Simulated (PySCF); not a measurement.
# Electron correlation in B+ (boron, charge +1)

[He] 2s1 2p1, 2s spin antiparallel (an excited configuration). Calculation: PySCF 2.14, in aug-cc-pV5Z (7s6p5d4f3g2h, 127 functions); the non-relativistic Hamiltonian (point nucleus). Frozen: 1s2; 2 electrons correlated.

Total MP2 correlation energy: -33.20 mhartree.

Same-spin part 0.00 and opposite-spin part -33.20 mhartree; SCS-MP2 scales them by 1/3 and 6/5 to -39.84 mhartree.
